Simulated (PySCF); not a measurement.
**Predicted spectroscopic data**

Calculated, not measured (PySCF 2.14): structure optimised with GFN2-xTB, PBE0/pcSseg-1 with gauge-including orbitals. Non-relativistic Hamiltonian, isolated molecule, rapidly exchanging positions averaged, one computed conformer.

Scale: 1H (σ = 31.72 ppm) and 13C (σ = 186.93 ppm) vs TMS (reference shieldings calculated alike). Where no couplings were computed, multiplicities follow the n + 1 count of equivalent neighbours, and m marks all less simple cases (inequivalent or close neighbours, rings, F or P nearby). Shifts are as computed. Against solution values, carbons near 30 ppm lie about +3 ppm off and those near 130 ppm about +5 ppm. Of 1309 compounds with measured shifts, 239 miss one by over three times the rms of a fit or turn the order of signals round; such compounds aren't used in these exercises.

**1.** SMILES [SiH3]C#C[SiH2][SiH2]O[SiH3], C$_{2}$H$_{10}$OSi$_{4}$. 1H NMR (600 MHz, computed): δ 5.62 (t, 2H), 5.18 (s, 3H), 4.29 (t, 2H), 4.28 (s, 3H). 13C{1H} NMR (computed): δ 117.0, 114.4.

**2.** `InChI=1S/C2H10OSi4/c1-2-7(3-4)6-5/h1,7H,6H2,4-5H3/t7-/m0/s1`. 1H NMR (600 MHz, computed): δ 5.70 (m, 1H), 5.14 (s, 3H), 3.61 (m, 1H), 3.48 (m, 1H), 3.45 (m, 3H), 2.30 (d, 1H). 13C{1H} NMR (computed): δ 106.1 (CH), 90.2 (C).
